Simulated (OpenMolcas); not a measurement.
Tb4+: effect of correlating more closed shells

```json
{"Program": "OpenMolcas 26.06", "Basis": "ANO-RCC-VTZP [8s7p5d3f2g1h]", "Scalar Hamiltonian": "DKH2, point nucleus", "Active space": "7 electrons in 7 orbitals (4f)", "State averaging": "2S+1 = 8 odd, 1 root; 2S+1 = 6 odd, 48 roots (21 in the spin-orbit step); 2S+1 = 4 odd, 5 roots kept (CI in the orbitals of an earlier block, 0 in the spin-orbit step)", "Spin-orbit coupling": "state interaction with AMFI integrals over the reference wave functions, term energies averaged over their components"}
```

Methods on the same reference wave functions:
A. CASSCF
B. SS-CASPT2, IPEA 0.25 Eh, imaginary shift 0.1 Eh (closed shells correlated: 5s 5p)
C. SS-CASPT2, IPEA 0.25 Eh, imaginary shift 0.1 Eh (closed shells correlated: 4d 5s 5p)

Energies in cm-1 above 4f7 8S* 7/2.

```csv
Level,A,B,C
4f7 8S* 7/2,0.0,0.0,0.0
4f7 6P* 5/2,44652,40400,39690
4f7 6P* 3/2,45313,41080,40410
4f7 6P* 7/2,45600,41450,40720
4f7 6I* 17/2,49031,46260,44550
4f7 6I* 7/2,49031,46260,44550
4f7 6I* 15/2,49031,46260,44550
4f7 6I* 9/2,49031,46260,44550
4f7 6I* 11/2,49031,46260,44550
4f7 6I* 13/2,49031,46260,44550
4f7 6D* 1/2,54823,50320,48890
4f7 6D* 9/2,54823,50320,48890
4f7 6D* 3/2,55558,51080,49720
4f7 6D* 5/2,56219,51750,50440
4f7 6D* 7/2,56413,51970,50680
```

Between B and C the level of the table that moves most is 4f7 6I* 15/2, by 1700 cm-1 (lowest in C, highest in B). Moves below CASPT2's spread within the term are not significant.

From A to B the spin-free energies of the other terms of 4f7 shown, above 8S*, scale by factors of 0.90 to 0.94, as is usual when dynamic correlation screens the repulsion within a d or f shell.

The lowest spin-free term lies below A's lowest term by 0.508 hartree in B, 1.016 hartree in C.

What an inner shell adds also hangs on whether the basis holds functions to correlate it.

CASPT2 breaks the degeneracy within a term, and the mean is taken; among the terms shown or strongly mixed into the levels shown the widest spread is 76 cm-1 (4f7 6D*, C). No quartet enters the spin-orbit mixing, so the splitting and order within the octet and the sextets are unsound, and g values and χT are rough. Without dynamic correlation excited terms often stand tens of per cent too high (terms of higher spin than the ground term too low), and those without a measured partner can miss by more than the paired ones (holds for A). Only configurations of the active space appear.

* marks odd parity.
